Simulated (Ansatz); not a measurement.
A structure relaxed at PBE-D4/def2-SVP in Ansatz, charge 0, singlet:

| atom | x (Å) | y (Å) | z (Å) |
| --- | --- | --- | --- |
| Tl1 | -2.0949 | -1.5506 | 2.0653 |
| Tl2 | 0.3027 | -1.9222 | 0.2179 |
| Tl3 | 2.7595 | -2.3029 | -1.7022 |
| Tl4 | -0.5996 | 3.9055 | -0.4501 |
| Tl5 | 0.9882 | 0.7300 | -0.9659 |
| Tl6 | -1.3557 | 1.1402 | 0.8351 |

Task: Give its formula and point group.

Result: Tl6. Point group C2v (tolerance 0.1 Å).

Task: Summarise the bond lengths by kind (pairs closer than 1.2 times the sum of covalent radii, bridged metal pairs left out).

Result: 6 × Tl–Tl 2.98 to 3.14 Å.

In the def2 sets Tl takes a core potential; there is no spin–orbit coupling. The restricted singlet is unstable towards broken spin symmetry in Hartree–Fock (as tested in another run); at PBE-D4/def2-SVP this wasn't settled. Another isomer (singlet) lies 0.65 eV lower at PBE0-D4/def2-TZVP; other spin states weren't run for this one.
